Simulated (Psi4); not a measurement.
C5H7 (SMILES [CH]1CC12CC2), doublet, at a GFN2-xTB geometry; BHHLYP/STO-3G in Psi4.

The Psi4 input:
```
memory 2 GB

molecule {
0 2
C    -0.00592064    0.06255727    0.04919876
C     0.05276925    0.74146840    1.29776337
C    -0.04143606   -0.73565075    1.32173897
C     0.71684363    0.01914460   -1.25871358
C    -0.78709602    0.06699964   -1.21998696
H     0.71989492    1.44391333    1.74538562
H    -0.98300469   -1.19090749    1.60534724
H     0.81949464   -1.32985821    1.61492175
H     1.19255360   -0.91053662   -1.53692256
H     1.25302117    0.90112219   -1.57731201
H    -1.33584518   -0.82610055   -1.48128458
H    -1.27707539    0.98525249   -1.51013864
}

set {
  basis sto-3g
  reference uks
}

energy('bhhlyp')
print_variables()
```

What the program printed (banner, timings and long lists left out):

```
   => Loading Basis Set <=

    Name: STO-3G
    Role: ORBITAL
    Keyword: BASIS

         ---------------------------------------------------------
                                   SCF
               by Justin Turney, Rob Parrish, Andy Simmonett
                          and Daniel G. A. Smith
                              UKS Reference
         ---------------------------------------------------------

  ==> Geometry <==

    Molecular point group: c1
    Full point group: C1

    Geometry (in Angstrom), charge = 0, multiplicity = 2:

       Center              X                  Y                   Z               Mass
    ------------   -----------------  -----------------  -----------------  -----------------
         C           -0.000164230178     0.048839226009     0.032330714815    12.000000000000
         C            0.058525659822     0.727750356009     1.280895324815    12.000000000000
         C           -0.035679650178    -0.749368793991     1.304870924815    12.000000000000
         C            0.722600039822     0.005426556009    -1.275581625185    12.000000000000
         C           -0.781339610178     0.053281596009    -1.236855005185    12.000000000000
         H            0.725651329822     1.430195286009     1.728517574815     1.007825032230
         H           -0.977248280178    -1.204625533991     1.588479194815     1.007825032230
         H            0.825251049822    -1.343576253991     1.598053704815     1.007825032230
         H            1.198310009822    -0.924254663991    -1.553790605185     1.007825032230
         H            1.258777579822     0.887404146009    -1.594180055185     1.007825032230
         H           -1.330088770178    -0.839818593991    -1.498152625185     1.007825032230
         H           -1.271318980178     0.971534446009    -1.527006685185     1.007825032230

  Running in c1 symmetry.

  Rotational constants: A =      0.38389  B =      0.14482  C =      0.14120 [cm^-1]
  Rotational constants: A =  11508.87972  B =   4341.71719  C =   4233.02353 [MHz]
  Nuclear repulsion =  162.180070317027742

  Charge       = 0
  Multiplicity = 2
  Electrons    = 37
  Nalpha       = 19
  Nbeta        = 18

  ==> Algorithm <==

  SCF Algorithm Type is DF.
  DIIS enabled.
  MOM disabled.
  Fractional occupation disabled.
  Guess Type is SAD.
  Energy threshold   = 1.00e-06
  Density threshold  = 1.00e-06
  Integral threshold = 1.00e-12

  ==> Primary Basis <==

  Basis Set: STO-3G
    Blend: STO-3G
    Number of shells: 22
    Number of basis functions: 32
    Number of Cartesian functions: 32
    Spherical Harmonics?: true
    Max angular momentum: 1

  ==> DFT Potential <==

   => LibXC <=

    Version 7.1.2
    S. Lehtola, C. Steigemann, M. J. T. Oliveira, and M. A. L. Marques,  SoftwareX 7, 1–5 (2018) (10.1016/j.softx.2017.11.002)

   => Composite Functional: BHANDHLYP <=

    BHandHLYP Hyb-GGA Exchange-Correlation Functional

    A. D. Becke,  J. Chem. Phys. 98, 1372 (1993) (10.1063/1.464304)
    Defined through Gaussian implementation.

    Deriv               =              1
    GGA                 =           TRUE
    Meta                =          FALSE

    Exchange Hybrid     =           TRUE
    MP2 Hybrid          =          FALSE

   => Exchange Functionals <=

    0.5000         Becke 88

   => Exact (HF) Exchange <=

    0.5000               HF

   => Correlation Functionals <=

    1.0000   Lee, Yang & Parr

   => LibXC Density Thresholds  <==

    XC_HYB_GGA_XC_BHANDHLYP:  1.00E-15

   => Molecular Quadrature <=

    Radial Scheme          =       TREUTLER
    Pruning Scheme         =           NONE
    Nuclear Scheme         =       TREUTLER

    Blocking Scheme        =         OCTREE
    BS radius alpha        =              1
    Pruning alpha          =              1
    Radial Points          =             75
    Spherical Points       =            302
    Total Points           =         254007
    Total Blocks           =           1950
[...]
    Using symmetric orthogonalization.

  ==> Pre-Iterations <==

  SCF Guess: Superposition of Atomic Densities via on-the-fly atomic UHF (no occupation information).

   -------------------------
    Irrep   Nso     Nmo
   -------------------------
     A         32      32
   -------------------------
    Total      32      32
   -------------------------

  ==> Iterations <==

                           Total Energy        Delta E     RMS |[F,P]|

   @DF-UKS iter SAD:  -189.34595765093246   -1.89346e+02   0.00000e+00
   @DF-UKS iter   1:  -192.09114302886962   -2.74519e+00   4.18090e-03 ADIIS/DIIS
   @DF-UKS iter   2:  -192.10690468557743   -1.57617e-02   2.44771e-03 ADIIS/DIIS
   @DF-UKS iter   3:  -192.11108316854182   -4.17848e-03   5.42973e-04 ADIIS/DIIS
   @DF-UKS iter   4:  -192.11160892428060   -5.25756e-04   1.67670e-04 ADIIS/DIIS
   @DF-UKS iter   5:  -192.11165437452036   -4.54502e-05   6.43783e-05 DIIS
   @DF-UKS iter   6:  -192.11166135250420   -6.97798e-06   2.50848e-05 DIIS
   @DF-UKS iter   7:  -192.11166221454201   -8.62038e-07   7.13750e-06 DIIS
   @DF-UKS iter   8:  -192.11166231102098   -9.64790e-08   1.71043e-06 DIIS
   @DF-UKS iter   9:  -192.11166231612799   -5.10701e-09   6.50613e-07 DIIS
  Energy and wave function converged.

  ==> Post-Iterations <==

   Electrons on quadrature grid:
      Nalpha   =   19.0000042520 ; deviation = 4.252e-06
      Nbeta    =   18.0000039058 ; deviation = 3.906e-06
      Ntotal   =   37.0000081578 ; deviation = 8.158e-06

   @Spin Contamination Metric:   5.484960226E-03
   @S^2 Expected:                7.500000000E-01
   @S^2 Observed:                7.554849602E-01
   @S   Expected:                5.000000000E-01
   @S   Observed:                5.000000000E-01

    Orbital Energies [Eh]
    ---------------------

    Alpha Occupied:

[...]
      19A     -0.205861

    Alpha Virtual:

[...]
      32A      0.787194

    Beta Occupied:

[...]
    Beta Virtual:

[...]
    Final Occupation by Irrep:
              A
    DOCC [    18 ]
    SOCC [     1 ]
    NA   [    19 ]
    NB   [    18 ]

  @DF-UKS Final Energy:  -192.11166231612799

   => Energetics <=

    Nuclear Repulsion Energy =            162.1800703170277416
    One-Electron Energy =                -579.2838552702976358
    Two-Electron Energy =                 240.4137969842278153
    DFT Exchange-Correlation Energy =     -15.4216743470859221
    Empirical Dispersion Energy =           0.0000000000000000
    VV10 Nonlocal Energy =                  0.0000000000000000
    Total Energy =                       -192.1116623161279904

  UHF NO Occupations:
  HONO-2 :   17  A 1.9992565
  HONO-1 :   18  A 1.9989310
  HONO-0 :   19  A 1.0000000
  LUNO+0 :   20  A 0.0010690
  LUNO+1 :   21  A 0.0007435
  LUNO+2 :   22  A 0.0005520
  LUNO+3 :   23  A 0.0002358

Computation Completed

Properties will be evaluated at   0.000000,   0.000000,   0.000000 [a0]

Properties computed using the SCF density matrix

 Multipole Moments:

 ------------------------------------------------------------------------------------
     Multipole            Electronic (a.u.)      Nuclear  (a.u.)        Total (a.u.)
 ------------------------------------------------------------------------------------

 L = 1.  Multiply by 2.5417464519 to convert [e a0] to [Debye]
 Dipole X            :         -0.2808485            0.4024875            0.1216390
 Dipole Y            :          0.9174794           -0.9591636           -0.0416842
 Dipole Z            :          1.0995851           -1.1794111           -0.0798261
 Magnitude           :                                                    0.1513467

 ------------------------------------------------------------------------------------

  Variable Map:
  ----------------------------------------------------------------------------
[...]
  Array Variable Map:
  ----------------------------------------------------------------------------
[...]
[...]
```
